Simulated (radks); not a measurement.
Isoelectronic series with 8 electrons, all held in the configuration [He] 2s2 2p4, which need not be the ground one along the series. Calculated with a radial shooting solver on a logarithmic mesh with Libxc functionals: non-relativistic Kohn-Sham, SCAN, spin-polarised, spherical densities, point nucleus; open shells are filled with parallel spins first (spin-orbit coupling, left out, can overturn this in heavy ions); meta-GGA in the generalised Kohn-Sham scheme. Total energies (hartree) and mean radii <r> (bohr):

| ion | E (hartree) | 2p down | 2p up | 2s down |
|---|---|---|---|---|
| O | -75.04403 | 1.355 | 1.212 | 1.166 |
| Si6+ | -271.83828 | 0.4915 | 0.4815 | 0.5371 |
| Cl9+ | -417.54867 | 0.3781 | 0.3725 | 0.4230 |
| Ca12+ | -594.77118 | 0.3076 | 0.3040 | 0.3490 |
| V15+ | -803.50024 | 0.2594 | 0.2569 | 0.2970 |
| Fe18+ | -1043.73341 | 0.2243 | 0.2225 | 0.2586 |
| Cu21+ | -1315.46936 | 0.1976 | 0.1962 | 0.2289 |
| Ge24+ | -1618.70700 | 0.1766 | 0.1755 | 0.2054 |
| Br27+ | -1953.44600 | 0.1596 | 0.1587 | 0.1863 |
| Sr30+ | -2319.68629 | 0.1457 | 0.1449 | 0.1704 |
| Nb33+ | -2717.42694 | 0.1339 | 0.1333 | 0.1570 |
| Ru36+ | -3146.66844 | 0.1240 | 0.1234 | 0.1456 |
